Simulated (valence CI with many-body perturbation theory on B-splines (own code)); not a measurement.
## Zr²⁴⁺: electric-dipole lines

Method: relativistic CI+MBPT: six valence electrons over a frozen Dirac-Fock core [Ne], radial functions for each j: 9 s, 9 p, 8 d, 6 f, 3 g, 1 h, with the one-electron correlation potential Σ1, the two-electron term Σ2, the three-electron term Σ3, Breit, model QED; selected CI, second order for the rest, scaled by the run's own slope (own B-spline code, finite nucleus).

No measured spectrum was set against this ion. As an estimate, levels of excited configurations hold to 0.05 to 0.15 % of their energy, terms of the ground configuration to about 0.5 %. Among the levels kept, up to 1500 cm⁻¹ of a level comes from second order outside the variational space, and about a tenth of that is noise between levels of different J, which matters for small intervals.

Lines 1 to 50 of 85 in falling wavelength, among levels below 1212300 cm⁻¹, chosen from the strongest by gf and those to the six lowest levels. Wavelengths and rates use the calculated energies, so an error of 400 cm⁻¹ moves a line at 252.8 Å by 0.1 % and its rate by three times that or more. Electric multipoles are in the length gauge, E1 and E2 with the static RPA response of the core. Weak lines are less certain than strong ones. Lines between different terms over intervals too small for the method are left out, as are lines whose strength nearly cancels. The highest levels of a list are the least certain.

Names give the largest LS component (configuration and term), which can be under half, so a name can repeat, a term be missing and a line seem to break the LS rules; names also repeat where a configuration has a term twice. Letters in brackets count levels of one name in rising energy.

| λ vac (Å) | Upper | Lower | A (s⁻¹) | S (a.u.) with core polarisation | S without |
| --- | --- | --- | --- | --- | --- |
| 252.8 | 3s 3p5 3P°_1 | 3s2 3p4 1S_0 | 1.21e+08 | 2.90e-03 | 2.98e-03 |
| 199.0 | 3s2 3p3 3d 5D°_1 | 3s2 3p4 1S_0 | 8.51e+07 | 9.92e-04 | 1.02e-03 |
| 195.4 | 3s 3p5 3P°_2 | 3s2 3p4 1D_2 | 1.10e+09 | 2.03e-02 | 2.08e-02 |
| 182.1 | 3s2 3p3 3d 1P°_1 | 3s2 3p4 1S_0 | 1.06e+09 | 9.48e-03 | 9.74e-03 |
| 181.1 | 3s 3p5 3P°_2 | 3s2 3p4 3P_1 | 2.17e+09 | 3.18e-02 | 3.26e-02 |
| 177.1 | 3s 3p5 3P°_1 | 3s2 3p4 1D_2 | 1.41e+09 | 1.16e-02 | 1.19e-02 |
| 167.5 | 3s2 3p3 3d 3D°_1 [a] | 3s2 3p4 1S_0 | 8.33e+05 | 5.80e-06 | 5.86e-06 |
| 165.2 | 3s 3p5 3P°_1 | 3s2 3p4 3P_1 | 1.76e+09 | 1.17e-02 | 1.21e-02 |
| 154.7 | 3s2 3p3 3d 5D°_2 [a] | 3s2 3p4 1D_2 | 8.34e+05 | 7.62e-06 | 7.84e-06 |
| 153.0 | 3s2 3p3 3d 5D°_3 | 3s2 3p4 1D_2 | 1.04e+07 | 1.29e-04 | 1.32e-04 |
| 150.9 | 3s2 3p3 3d 3D°_1 [b] | 3s2 3p4 1S_0 | 1.72e+08 | 8.77e-04 | 9.00e-04 |
| 148.9 | 3s2 3p3 3d 5D°_1 | 3s2 3p4 1D_2 | 1.23e+07 | 6.03e-05 | 6.20e-05 |
| 147.7 | 3s2 3p3 3d 5D°_0 | 3s2 3p4 3P_1 | 3.89e+09 | 6.19e-03 | 6.36e-03 |
| 146.8 | 3s 3p5 3P°_1 | 3s2 3p4 3P_0 | 2.61e+09 | 1.22e-02 | 1.25e-02 |
| 145.6 | 3s2 3p3 3d 5D°_2 [a] | 3s2 3p4 3P_1 | 2.23e+07 | 1.70e-04 | 1.75e-04 |
| 145.2 | 3s 3p5 3P°_2 | 3s2 3p4 3P_2 | 7.70e+09 | 5.81e-02 | 5.96e-02 |
| 142.0 | 3s2 3p3 3d 5D°_2 [b] | 3s2 3p4 1D_2 | 4.00e+08 | 2.82e-03 | 2.89e-03 |
| 140.4 | 3s2 3p3 3d 5D°_1 | 3s2 3p4 3P_1 | 1.07e+09 | 4.37e-03 | 4.48e-03 |
| 139.9 | 3s 3p5 3P°_0 | 3s2 3p4 3P_1 | 1.06e+10 | 1.43e-02 | 1.47e-02 |
| 139.2 | 3s2 3p3 3d 1P°_1 | 3s2 3p4 1D_2 | 1.50e+10 | 6.01e-02 | 6.17e-02 |
| 137.4 | 3s2 3p3 3d 3P°_1 [a] | 3s2 3p4 1S_0 | 5.03e+08 | 1.93e-03 | 1.98e-03 |
| 134.8 | 3s 3p5 3P°_1 | 3s2 3p4 3P_2 | 8.91e+09 | 3.23e-02 | 3.31e-02 |
| 134.2 | 3s2 3p3 3d 5D°_2 [b] | 3s2 3p4 3P_1 | 3.47e+08 | 2.07e-03 | 2.13e-03 |
| 132.5 | 3s2 3p3 3d 3G°_3 | 3s2 3p4 1D_2 | 4.53e+07 | 3.64e-04 | 3.72e-04 |
| 131.7 | 3s2 3p3 3d 1P°_1 | 3s2 3p4 3P_1 | 6.86e+08 | 2.32e-03 | 2.38e-03 |
| 130.5 | 3s2 3p3 3d 3D°_1 [a] | 3s2 3p4 1D_2 | 1.56e+08 | 5.13e-04 | 5.27e-04 |
| 129.9 | 3s2 3p3 3d 3F°_2 [a] | 3s2 3p4 1D_2 | 6.37e+04 | 3.45e-07 | 3.68e-07 |
| 127.2 | 3s2 3p3 3d 3F°_3 [a] | 3s2 3p4 1D_2 | 9.56e+07 | 6.81e-04 | 6.93e-04 |
| 126.9 | 3s2 3p3 3d 5D°_1 | 3s2 3p4 3P_0 | 1.36e+09 | 4.12e-03 | 4.22e-03 |
| 125.2 | 3s2 3p3 3d 3D°_3 [a] | 3s2 3p4 1D_2 | 9.23e+07 | 6.26e-04 | 6.39e-04 |
| 124.2 | 3s2 3p3 3d 3P°_1 [b] | 3s2 3p4 1S_0 | 1.20e+07 | 3.40e-05 | 3.47e-05 |
| 124.0 | 3s2 3p3 3d 3D°_1 [a] | 3s2 3p4 3P_1 | 8.28e+05 | 2.34e-06 | 2.31e-06 |
| 123.4 | 3s2 3p3 3d 3F°_2 [a] | 3s2 3p4 3P_1 | 1.03e+08 | 4.80e-04 | 4.92e-04 |
| 122.6 | 3s2 3p3 3d 1S°_0 | 3s2 3p4 3P_1 | 2.28e+08 | 2.07e-04 | 2.12e-04 |
| 121.4 | 3s2 3p3 3d 5D°_2 [a] | 3s2 3p4 3P_2 | 1.28e+09 | 5.66e-03 | 5.80e-03 |
| 120.4 | 3s2 3p3 3d 5D°_3 | 3s2 3p4 3P_2 | 5.99e+08 | 3.61e-03 | 3.68e-03 |
| 120.3 | 3s2 3p3 3d 3S°_1 | 3s2 3p4 1S_0 | 7.39e+08 | 1.90e-03 | 1.96e-03 |
| 120.2 | 3s2 3p3 3d 3D°_1 [b] | 3s2 3p4 1D_2 | 5.10e+09 | 1.31e-02 | 1.34e-02 |
| 119.8 | 3s2 3p3 3d 1P°_1 | 3s2 3p4 3P_0 | 6.35e+08 | 1.62e-03 | 1.65e-03 |
| 117.8 | 3s2 3p3 3d 5D°_1 | 3s2 3p4 3P_2 | 7.26e+09 | 1.76e-02 | 1.80e-02 |
| 115.3 | 3s2 3p3 3d 1D°_2 | 3s2 3p4 1D_2 | 4.49e+08 | 1.70e-03 | 1.74e-03 |
| 114.6 | 3s2 3p3 3d 3D°_1 [b] | 3s2 3p4 3P_1 | 2.25e+07 | 5.03e-05 | 5.11e-05 |
| 113.4 | 3s2 3p3 3d 5D°_2 [b] | 3s2 3p4 3P_2 | 7.50e+09 | 2.70e-02 | 2.76e-02 |
| 113.3 | 3s2 3p3 3d 3D°_1 [a] | 3s2 3p4 3P_0 | 8.54e+08 | 1.84e-03 | 1.88e-03 |
| 111.7 | 3s2 3p3 3d 1P°_1 | 3s2 3p4 3P_2 | 1.53e+09 | 3.14e-03 | 3.22e-03 |
| 111.5 | 3s2 3p3 3d 3P°_1 [a] | 3s2 3p4 1D_2 | 8.67e+09 | 1.78e-02 | 1.82e-02 |
| 110.2 | 3s2 3p3 3d 1D°_2 | 3s2 3p4 3P_1 | 1.33e+09 | 4.39e-03 | 4.50e-03 |
| 108.7 | 3s2 3p3 3d 3D°_2 | 3s2 3p4 1D_2 | 3.29e+05 | 1.04e-06 | 1.16e-06 |
| 107.3 | 3s2 3p3 3d 3G°_3 | 3s2 3p4 3P_2 | 6.38e+09 | 2.72e-02 | 2.78e-02 |
| 107.1 | 3s2 3p3 3d 3F°_2 [b] | 3s2 3p4 1D_2 | 4.29e+08 | 1.30e-03 | 1.32e-03 |
